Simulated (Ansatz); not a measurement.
`[F][Zr]([F])([F])[Cl]` at its PBE0-D4/def2-TZVP geometry, where that method's forces vanish. Charge 0, multiplicity 1. Zr takes the def2 core potential.

```csv
atom,x (Å),y (Å),z (Å)
F1,-1.0528,-0.7839,-1.3969
Zr2,0.0318,-0.0708,-0.0268
F3,0.1256,-1.3116,1.3921
F4,1.7685,0.2202,-0.7056
Cl5,-0.8732,1.9461,0.7372
```

Q: For each bond, give half the difference of the two atoms' forces along it (eV/Å; positive pushes the atoms apart) under PBE-D4, r2SCAN-D4, B3LYP-D4, ωB97M-V in def2-TZVPP. (Estimate.)

A: Ansatz gave: 
```
   bond  length (Å)  PBE-D4  r2SCAN-D4  B3LYP-D4  ωB97M-V
 F1–Zr2       1.887    0.24       0.07      0.16     0.03
 Zr2–F3       1.887    0.24       0.07      0.16     0.03
 Zr2–F4       1.887    0.24       0.07      0.16     0.03
Zr2–Cl5       2.339    0.03       0.08      0.14     0.12
```

B3LYP here is the variant with VWN-RPA as its local correlation; programs differ in this.
